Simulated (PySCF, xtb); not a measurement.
Zn(Me)2 (C2H6Zn), SMILES [CH3][Zn][CH3].

GFN2-xTB (xtb 6.7.1) at its own geometry gives an orbital gap of 4.69 eV and a dipole moment of 0.01 D.

Coordinates come from a B3LYP-D3(BJ)/def2-SVP optimisation. The isomer is the one that the SMILES or the coordinates give; other isomers of the formula were not compared.

Q: What does CAM-B3LYP/def2-TZVPD run with PySCF give? (An estimate is asked for; the answer gives what the named calculation found.)

A: gap 9.00 eV (levels -8.48 and 0.51 eV), dipole 0.00 D.
